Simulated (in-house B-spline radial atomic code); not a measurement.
A fraction x of an electron is removed from 5p in the xenon ion Xe⁵⁺, starting from [Kr] 4d10 5s2 5p1 and keeping the highest spin. All numbers are computed (scalar-relativistic (X2C) LDA VWN5, spin-polarised, spherical fractional occupations; Fermi nucleus of rms radius 4.7859 fm) with an all-electron radial atomic-structure program (B-spline basis), not measured.

```
   x  E(x) - E(0) (eV)  5p up level (eV)
   0            0.0000           -60.103
 0.1            6.0668           -61.234
0.15            9.1427           -61.800
0.32           19.8126           -63.729
0.47           29.4996           -65.433
 0.5           31.4678           -65.774
0.51           32.1261           -65.888
 0.7           44.8499           -68.047
0.81           52.4039           -69.297
0.96           62.9260           -70.997
   1           65.7749                 -
```

The exact functional would give a straight line between the two integer points. Deviations E(x) - E(0) - x[E(1) - E(0)], in eV: -0.511 at x = 0.1, -0.724 at x = 0.15, -1.235 at x = 0.32, -1.415 at x = 0.47, -1.42 at x = 0.5, -1.419 at x = 0.51, -1.193 at x = 0.7, -0.874 at x = 0.81, -0.218 at x = 0.96.

The curve lies below the straight line by up to 1.42 eV (at x = 0.5): convex, the delocalisation error that favours fractional charges.

How well does Slater's transition state (minus the level at half occupation) give the ionisation energy?

It gives 65.774 eV against 65.775 eV from the two total energies; NIST lists 66.70 eV, ground level to ground level.
